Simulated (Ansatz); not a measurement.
```yaml
crystal:
  periodic: [false, false, false]
  atoms:
    - {symbol: O, position_ang: [-1.182665, 0.266004, -1.703914]}
    - {symbol: Ge, position_ang: [-0.039226, 1.041476, -0.560646]}
    - {symbol: Ge, position_ang: [0.238788, -0.575115, 1.245205]}
    - {symbol: H, position_ang: [-1.080377, 0.589766, -2.602327]}
    - {symbol: H, position_ang: [1.272589, 1.331430, -1.357709]}
    - {symbol: H, position_ang: [1.212873, 0.014958, 2.277921]}
    - {symbol: H, position_ang: [0.792385, -1.915992, 0.730667]}
    - {symbol: H, position_ang: [-1.122167, -0.809628, 1.914903]}
basis:
  gaussian: {orbitals: def2-SVP}
magnetization: {spin_polarized: true, initial_magnetization: 1}
hamiltonian: {xc: {name: r2SCAN}, dispersion: d3bjatm}
accuracy: high
scf: {max_iter: 3}
```

```sh
$ ansatz run in.yaml --threads 4 --pin off --events-out ev --progress --plain --max-ram 10444MiB
```

Output, abridged:

```
Error: invalid value for `basis.gaussian`: such a run doesn't read scf.max_iter; remove what it names
```

(1) What is wrong with this run?

Results:

(1) The input holds a key that doesn't belong there. The input was rejected before any iteration.
